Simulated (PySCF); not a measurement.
ClH6NOSi2, SMILES N[SiH2]O[SiH2]Cl. Atoms are numbered in the order given.

```xyz
11

Si     1.0482    -0.6456     0.8430
Cl     1.5323    -0.6438    -1.1915
O     -0.1151     0.4786     1.1266
Si    -1.4356     1.1100     0.2884
N     -2.1137     0.0209    -0.8560
H      2.2713    -0.2980     1.6016
H      0.5730    -2.0130     1.1702
H     -0.9569     2.3197    -0.4245
H     -2.4658     1.4172     1.3099
H     -1.5988    -0.2274    -1.6958
H     -2.7317    -0.7303    -0.5662
```

Geometry: B3LYP-D3(BJ)/def2-SVP. This is a generated structure with no PubChem entry under its InChIKey; it may be hypothetical. One conformer was computed; it need not be the lowest.

The numbers are results of TDA-PBE/def2-SVPD in PySCF, not measurements.

Vertical excitations. The molecule is in vacuum.

| state | energy (eV) | λ (nm) | f | main pairs |
|---|---|---|---|---|
| S1 | 5.82 | 213 | 0.001 | HOMO→LUMO 98 % |
| S2 | 6.11 | 203 | 0.060 | HOMO→LUMO+1 83 %, HOMO→LUMO+2 14 % |
| S3 | 6.23 | 199 | 0.019 | HOMO→LUMO+2 81 %, HOMO→LUMO+1 13 % |
| S4 | 6.76 | 183 | 0.018 | HOMO−1→LUMO 93 % |
| S5 | 6.80 | 182 | 0.006 | HOMO→LUMO+3 96 % |
| S6 | 6.83 | 181 | 0.002 | HOMO−1→LUMO+1 94 % |
| S7 | 7.05 | 176 | 0.009 | HOMO−1→LUMO+2 66 %, HOMO→LUMO+4 20 %, HOMO−2→LUMO 11 % |
| S8 | 7.11 | 174 | 0.014 | HOMO→LUMO+4 62 %, HOMO−1→LUMO+2 25 % |
| S9 | 7.15 | 173 | 0.038 | HOMO−2→LUMO 83 % |
| S10 | 7.21 | 172 | 0.008 | HOMO−2→LUMO+1 91 % |
| T1 | 5.75 | 216 | 0 | HOMO→LUMO 96 % |
| T2 | 5.78 | 214 | 0 | HOMO→LUMO+1 98 % |
| T3 | 6.00 | 207 | 0 | HOMO→LUMO+2 96 % |
| T4 | 6.50 | 191 | 0 | HOMO−1→LUMO 95 % |
Triplets are in the Tamm–Dancoff approximation.
